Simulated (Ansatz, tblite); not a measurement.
Removing and adding an electron: Si₈BH₁₆, a doped cluster cut from the lattice of silicon (B on a surface site). Charge 0, multiplicity 2. Geometry: PBE-D4/def2-SVP. Ansatz, gas phase; energy differences of separate SCF runs; the oxidised species is a singlet (the triplet lies 0.77 eV higher at PBE0-D4/def2-TZVP); the reduced species is a singlet (the triplet lies 3.16 eV higher at PBE0-D4/def2-TZVP).

```tsv
atom	x (Å)	y (Å)	z (Å)
B1	1.811	-0.446	-0.215
Si2	-0.119	0.962	2.489
Si3	-0.369	1.973	-1.762
Si4	-1.601	-1.336	-0.223
Si5	1.740	0.902	-1.690
Si6	1.938	0.095	1.706
Si7	0.645	-2.118	-0.536
Si8	-1.803	-0.609	2.003
Si9	-2.027	0.306	-1.851
H10	2.484	-1.485	-0.505
H11	-0.460	2.254	1.792
H12	-0.095	1.225	3.974
H13	-0.505	2.878	-2.962
H14	-0.594	2.802	-0.524
H15	-2.444	-2.573	-0.468
H16	2.760	2.005	-1.520
H17	1.936	0.307	-3.066
H18	2.960	1.186	1.935
H19	2.272	-1.048	2.637
H20	0.933	-3.226	0.443
H21	0.793	-2.676	-1.928
H22	-1.651	-1.818	2.893
H23	-3.189	-0.045	2.200
H24	-2.003	-0.372	-3.199
H25	-3.412	0.859	-1.622
```

The xTB rows come from tblite. B3LYP takes the VWN-RPA correlation. Single mean-field runs in def2-TZVP are fitted with def2-universal-jkfit.

```csv
level,−HOMO (eV),vertical IE (eV),−LUMO (eV),vertical EA (eV),HOMO–LUMO gap (eV),IE − EA (eV)
PBE-D4/def2-TZVP,5.79,7.84,5.08,3.12,0.71,4.72
B3LYP-D4/def2-TZVP,6.62,8.17,4.56,3.22,2.06,4.95
PBE0-D4/def2-TZVP,6.84,8.20,4.37,3.16,2.48,5.04
```

Q: Estimate the rows for GFN1-xTB, GFN2-xTB.

A: 
```csv
level,−HOMO (eV),vertical IE (eV),−LUMO (eV),vertical EA (eV),HOMO–LUMO gap (eV),IE − EA (eV)
GFN1-xTB,–,12.28,–,8.57,–,3.71
GFN2-xTB,–,10.47,–,6.37,–,4.10
```

   HOMO and LUMO are the levels of the spin that leaves or enters (xTB has no such levels and no spin-polarisation term). Other spin states of the ions may lie lower, which would lower the ionisation energy or raise the affinity. Raw xTB energy differences between charge states are shifted by several eV; the methods need an empirical correction for them. Sets without diffuse functions give affinities that are too small.
